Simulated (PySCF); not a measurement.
C5H7O, SMILES O=C1C[CH]CC1, multiplicity 2. Atoms are numbered in the order given.

```xyz
13

O      0.8382     1.8493     0.4991
C      0.3815     0.7875     0.1636
C      1.1524    -0.5352     0.1144
C      0.1159    -1.5603    -0.1999
C     -1.2697    -0.9786    -0.2407
C     -1.0582     0.5434    -0.2903
H      1.6737    -0.6885     1.0796
H      1.9573    -0.4569    -0.6426
H      0.3208    -2.6297    -0.2862
H     -1.8419    -1.2648     0.6653
H     -1.8589    -1.3575    -1.0936
H     -1.1342     0.9292    -1.3218
H     -1.7536     1.1338     0.3237
```
Charge 0, spin multiplicity 2.

The structure is a stationary point at ωB97X-D3(BJ)/def2-SVP. The isomer is the one that the SMILES or the coordinates give; other isomers of the formula were not compared. One conformer was computed; it need not be the lowest.

Two levels are set side by side: PBE/pcH-1 (PySCF) and B3LYP/pcH-1 (PySCF). Contact hyperfine couplings, same geometry. Differences are taken from unrounded values.

```
quantity                      B3LYP
----------------------------  -----
A(iso) of 17O, atom O1 (MHz)    0.5
A(iso) of 13C, atom C2 (MHz)    0.2
A(iso) of 13C, atom C3 (MHz)  -36.6
A(iso) of 13C, atom C4 (MHz)   96.5
A(iso) of 13C, atom C5 (MHz)  -33.7
A(iso) of 13C, atom C6 (MHz)    4.7
A(iso) of 1H, atom H7 (MHz)   124.7
A(iso) of 1H, atom H8 (MHz)   119.0
A(iso) of 1H, atom H9 (MHz)   -63.8
A(iso) of 1H, atom H10 (MHz)  139.5
A(iso) of 1H, atom H11 (MHz)   81.1
A(iso) of 1H, atom H12 (MHz)   -2.9
A(iso) of 1H, atom H13 (MHz)   -2.3
```

Q: What does PBE give, and how far is it from B3LYP? (The exact figures need the calculation; the answer reports its results.)

A: 
```csv
quantity,PBE,PBE minus B3LYP
"A(iso) of 17O, atom O1 (MHz)",0.4,-0.1
"A(iso) of 13C, atom C2 (MHz)",-0.3,-0.5
"A(iso) of 13C, atom C3 (MHz)",-34.0,2.6
"A(iso) of 13C, atom C4 (MHz)",79.8,-16.7
"A(iso) of 13C, atom C5 (MHz)",-31.5,2.2
"A(iso) of 13C, atom C6 (MHz)",4.3,-0.4
"A(iso) of 1H, atom H7 (MHz)",122.6,-2.2
"A(iso) of 1H, atom H8 (MHz)",117.3,-1.7
"A(iso) of 1H, atom H9 (MHz)",-59.4,4.4
"A(iso) of 1H, atom H10 (MHz)",137.4,-2.2
"A(iso) of 1H, atom H11 (MHz)",79.9,-1.2
"A(iso) of 1H, atom H12 (MHz)",-2.7,0.1
"A(iso) of 1H, atom H13 (MHz)",-2.2,0.1
```

Rough cost on one machine, each run with all the roots and properties that it gave: B3LYP against PBE within a factor of 2.
